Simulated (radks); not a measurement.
Valence configurations of Yb3+ (all share [Xe]). All-electron calculation, scalar-relativistic Kohn-Sham, BLYP, spin-polarised, spherical densities, point nucleus; open shells are filled with parallel spins first (spin-orbit coupling, left out, can overturn this in heavy ions). Program: a radial shooting solver on a logarithmic mesh with Libxc functionals. Energies are relative to 4f13; eigenvalues in eV for spin up.

valence,E (eV),moment (Bohr magnetons),e(4f),e(5d),e(6p),e(6s)
4f13,0.000,1,-36.222,-,-,-
4f11 6s2,38.185,3,-59.892,-,-,-29.139
4f10 5d1 6s2,64.629,5,-69.525,-36.139,-,-30.107
4f12 6p1,21.199,3,-48.762,-,-21.304,-
4f10 5d1 6s1 6p1,70.963,7,-70.715,-37.293,-23.646,-31.320
4f11 6p2,51.935,5,-62.365,-,-23.677,-
4f12 6s1,14.501,3,-47.458,-,-,-27.308
4f11 5d1 6p1,40.454,5,-57.637,-32.781,-21.955,-
4f9 6s2 6p2,131.28,7,-90.030,-,-26.539,-35.111
4f10 5d2 6s1,58.060,7,-65.783,-34.016,-,-29.185

NIST lists [Xe] 4f13 as the ground configuration; this level of theory agrees among the configurations tried. The energies are those of spherical high-spin densities, not of single terms.
